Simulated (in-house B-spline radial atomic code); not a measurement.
Values are calculated unless marked as measured or tabulated.
## Making a Troullier-Martins s channel for I, r_c = 1.31 bohr

I, [Kr] 4d10 5s2 5p5, non-relativistic LDA (VWN5), spherical and spin-unpolarised, from an all-electron radial atomic-structure program (B-spline basis) (atomic units). The all-electron 5s level is ε = -0.596339 hartree, its outermost node lies just inside 0.93 bohr and its outer maximum at 1.75 bohr.

Inside r_c the pseudo-orbital is u(r) = r^1 exp(p(r)), with p = c0 + c2 r² + c4 r⁴ + … + c12 r¹². The seven coefficients follow from p and its first four derivatives at r_c, from zero curvature of the screened potential at the origin, c4 = −c2²/(2l + 5), and from the norm inside r_c. At r_c the all-electron orbital has P = 0.6095763, P' = 1.014517, the screened potential V = -3.035138, V' = 5.652457, V'' = -14.45713, and the norm inside is Q = 0.1145292.

Problem. What are p, p' and p'' at r_c?

Solution. p = ln(P/r_c^1) = ln(0.6095763/1.31) = -0.76502. p' = P'/P − 1/r_c = 1.66430 − 0.76336 = 0.90094. The radial equation gives p'' = 2(V − ε) − 2(1) p'/r_c − p'² = -4.87760 − (1.37548) − 0.81169 = -7.06477. Differentiating, p''' = 2V' + 2(1)p'/r_c² − 2(1)p''/r_c − 2p'p'' = 35.871, and p'''' = 2V'' − 4(1)p'/r_c³ + 4(1)p''/r_c² − 2(1)p'''/r_c − 2p''² − 2p'p''' = -266.21.

For a trial c2 the five matching conditions are linear in c0, c6, c8, c10 and c12, and c2 is varied until the norm inside r_c equals Q. The root nearest zero gives:

```tsv
n	c_n
0	0.4450019
2	-4.122663
4	-3.399271
6	14.15286
8	-12.28311
10	4.437662
12	-0.5938845
```

Problem. Check c4 and p(r_c), and find the screened pseudopotential at the origin.

Solution. −c2²/5 = -3.39927, as listed. The terms c_n r_c^n are 0.44500, -7.07490, -10.01085, 71.52731, -106.53170, 66.04914, -15.16902, which sum to -0.76502. Inverting the radial equation, V_l(r) = ε + 1 p'/r + (p'' + p'²)/2, so V_l(0) = ε + (2l + 3) c2 = -0.596339 + 3 × (-4.12266) = -12.9643 hartree, finite where the all-electron potential diverges.

Orbitals and screened potentials:

```csv
r (bohr),P,u,V all-electron,V pseudo
0.131,-0.04949,0.1903,-239.5,-12.85
0.328,0.1396,0.3209,-56.31,-9.495
0.524,-0.3612,0.2567,-23.79,-0.2729
0.721,-0.3397,0.1834,-12.26,6.29
0.917,-0.003538,0.2055,-7.106,8.777
1.114,0.3528,0.3716,-4.491,2.808
1.31,0.6096,0.6096,-3.035,-3.035
```

Logarithmic derivatives P'/P at R = 1.61 bohr, for energies E around ε:

```json
{"E − ε (hartree)": "-0.5", "all-electron": "0.732369", "pseudo": "0.70282"}
{"E − ε (hartree)": "-0.25", "all-electron": "0.53849", "pseudo": "0.52859"}
{"E − ε (hartree)": "-0.1", "all-electron": "0.415688", "pseudo": "0.413737"}
{"E − ε (hartree)": "0", "all-electron": "0.330817", "pseudo": "0.330817"}
{"E − ε (hartree)": "0.1", "all-electron": "0.243352", "pseudo": "0.240621"}
{"E − ε (hartree)": "0.25", "all-electron": "0.106888", "pseudo": "0.0833861"}
{"E − ε (hartree)": "0.5", "all-electron": "-0.136333", "pseudo": "-0.350076"}
```

Problem. With P(R) = 0.7932614 and a norm of 0.2710212 inside R, what slope in energy does norm conservation fix?

Solution. d(P'/P)/dE = −2 × (norm inside R)/P(R)² = -0.8614 per hartree·bohr at E = ε, for both atoms, since orbital and norm agree at R. Differences over ±0.1 hartree give -0.8617 (all-electron) and -0.8656 (pseudo), which also hold third-order terms. Half a hartree below ε the two curves differ by -0.0295.
